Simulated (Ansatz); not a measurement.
Reaction (formal exchange of groups at a C–B bond): `CBCC(O)=S` + `[CH3][AlH][Br]` → `C[CH2][AlH][Br]` + `BCC(O)=S`

Calculated with Ansatz (gas phase, PBE0-D4/def2-TZVP geometries, no zero-point term in ΔE). CBS: MP2 limit from def2 TZ/QZ plus the TZ coupled-cluster correction, frozen cores. DFT in def2-TZVPP. B3LYP here is the variant with VWN-RPA as its local correlation; programs differ in this. For Br outer-core shells are correlated without core-valence functions, which leaves a few kJ/mol of doubt a bond. Scalar relativity is left out up to krypton. One conformer a species, not always the lowest.

Problem. Is it downhill or uphill in electronic energy at CCSD(T)/CBS, and by how much? (An estimate is asked.)

Solution. Computed: Uphill: ΔE = +17.2 kcal/mol.

Problem. What do these levels give: B3LYP-D4, MP2/def2-TZVPP, CCSD(T)/def2-TZVPP, SCS-MP2/def2-QZVPP, MP2/CBS(def2), CCSD/CBS(def2)? (An estimate is asked.)

Solution. Computed: B3LYP-D4 17.5, MP2/def2-TZVPP 17.3, CCSD(T)/def2-TZVPP 17.1, SCS-MP2/def2-QZVPP 16.5, MP2/CBS(def2) 17.4, CCSD/CBS(def2) 17.2 kcal/mol.

Largest T1 diagnostic among the species: 0.016.
